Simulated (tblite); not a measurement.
C7H14P (charge +1).
Numbering: `[CH2:1]=[CH:2][C@@H:3]1[CH2:4][CH2:5][C@H:6]([CH3:7])[PH2+:8]1` (hydrogens: H9, H10 on C1; H11 on C2; H12 on C3; H13, H14 on C4; H15, H16 on C5; H17 on C6; H18, H19, H20 on C7; H21, H22 on P8)

The geometry is computed with GFN2-xTB (gas phase).

Q: What internal coordinates does the optimisation give?

A: 
| bond | length (Å) | order |
| --- | --- | --- |
| C1=C2 | 1.319 | double |
| C2–C3 | 1.507 | single |
| C3–C4 | 1.549 | single |
| C4–C5 | 1.527 | single |
| C5–C6 | 1.541 | single |
| C6–C7 | 1.525 | single |
| C6–P8 | 1.832 | single |
| C3–P8 | 1.836 | single |
| C1–H9 | 1.077 | single |
| C1–H10 | 1.076 | single |
| C2–H11 | 1.083 | single |
| C3–H12 | 1.094 | single |
| C4–H13 | 1.089 | single |
| C4–H14 | 1.092 | single |
| C5–H15 | 1.091 | single |
| C5–H16 | 1.089 | single |
| C6–H17 | 1.098 | single |
| C7–H18, C7–H19, C7–H20 | 1.088 | single |
| P8–H21 | 1.377 | single |
| P8–H22 | 1.376 | single |

Bonds in one row agree within 0.01 Å and their mean is given. Orders are formal, as drawn. A selection of angles:
| angle | degrees |
| --- | --- |
| C2–C1–H9 | 122.2 |
| C2–C1–H10 | 121.5 |
| H9–C1–H10 | 116.3 |
| C1–C2–C3 | 123.6 |
| C1–C2–H11 | 120.6 |
| C3–C2–H11 | 115.7 |
| C2–C3–C4 | 112.7 |
| C2–C3–P8 | 109.1 |
| C2–C3–H12 | 109.7 |
| C4–C3–P8 | 102.3 |
| C4–C3–H12 | 111.5 |
| P8–C3–H12 | 111.4 |
| C3–C4–C5 | 108.5 |
| C3–C4–H13 | 109.6 |
| C3–C4–H14 | 109.6 |
| C5–C4–H13 | 111.4 |
| C5–C4–H14 | 109.8 |
| H13–C4–H14 | 107.9 |
| C4–C5–C6 | 107.8 |
| C4–C5–H15 | 110.3 |
| C4–C5–H16 | 110.9 |
| C6–C5–H15 | 109.9 |
| C6–C5–H16 | 110.3 |
| H15–C5–H16 | 107.6 |
| C5–C6–C7 | 114.7 |
| C5–C6–P8 | 102.1 |
| C5–C6–H17 | 109.4 |
| C7–C6–P8 | 113.2 |
| C7–C6–H17 | 110.0 |
| P8–C6–H17 | 107.1 |
| C6–C7–H18 | 109.7 |
| C6–C7–H19 | 111.0 |
| H18–C7–H19 | 108.1 |
| H19–C7–H20 | 108.7 |
| C6–P8–H21 | 113.9 |
| C6–P8–H22 | 111.9 |
| C3–P8–C6 | 98.8 |
| C3–P8–H21 | 115.4 |
| C3–P8–H22 | 111.4 |
| H21–P8–H22 | 105.6 |

Dihedral angles: C1–C2–C3–C4 -121° (anticlinal); C2–C3–C4–C5 -83° (synclinal); C3–C4–C5–C6 -50° (synclinal); C4–C5–C6–C7 162° (antiperiplanar); C5–C6–P8–C3 -16° (synperiplanar); C2–C3–P8–C6 110° (anticlinal).

C2 (alkene CH carbon) is planar (angles 123.6°, 120.6° and 115.7°, sum 360.0°, 0.02 Å off the plane of its three neighbours). P8 (phosphonium phosphorus) is distorted tetrahedral (angles from 98.8° to 115.4°). Of the pairs four or more bonds apart, H9···H12 is among the closest relative to their van der Waals radii: 2.41 Å, 100 % of the sum of Bondi's values. The 6 C–C bonds span 1.319 Å (C1=C2, drawn double) to 1.549 Å (C3–C4, drawn single), a spread of 0.230 Å. C1 (terminal =CH2 carbon) is planar (angles 122.2°, 121.5° and 116.3°, sum 360.0°, 0.00 Å off the plane of its three neighbours). The 5-membered ring C3–C4–C5–C6–P8 has internal angles of 98.8° to 108.5° (sum 519°, against 540° for a flat polygon); it is puckered, 0.19 Å rms from its mean plane, widest ring torsion 50°.

Point group: C1 (no symmetry element, even within 0.4 Å). Its GFN2-xTB frequencies are all real (lowest 39 cm⁻¹).

On one thread, Arm Neoverse V1 (aarch64), on a shared host, this took 0.28 s of wall time. This is the geometry optimisation.

One conformer stands for the species.
